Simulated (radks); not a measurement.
Values are calculated unless marked as measured or tabulated.
Q: The mean radii <r> (bohr) of the occupied orbitals of an atom or ion are listed with their occupations. Code: a radial shooting solver on a logarithmic mesh with Libxc functionals. Model: Dirac Kohn-Sham, exchange-only PBE, spin-unpolarised, spherical densities, finite nucleus; Fermi nuclear charge, rms radius of each element as measured or else 0.836 A^(1/3) + 0.57 fm.

| orbital | occ. | <r> |
|---|---|---|
| 1s1/2 | 2 | 0.02037 |
| 2s1/2 | 2 | 0.08518 |
| 2p1/2 | 2 | 0.07086 |
| 2p3/2 | 4 | 0.07794 |
| 3s1/2 | 2 | 0.2101 |
| 3p1/2 | 2 | 0.1985 |
| 3p3/2 | 4 | 0.2095 |
| 3d3/2 | 1 | 0.1808 |

Name the element and its charge. Open shells, if any, fill j = l - 1/2 first.

A: Z = 68, erbium, charge +49: Er49+ in [Ar] 3d1. The 1s radius gives Z: for a bare nucleus <r> = (2 gamma + 1)/(2Z) with gamma = sqrt(1 - (Z/c)^2), 0.02012 bohr for Z = 68, and screening makes it slightly larger (0.02037 here). The occupations add up to 19, and the charge is Z minus that.
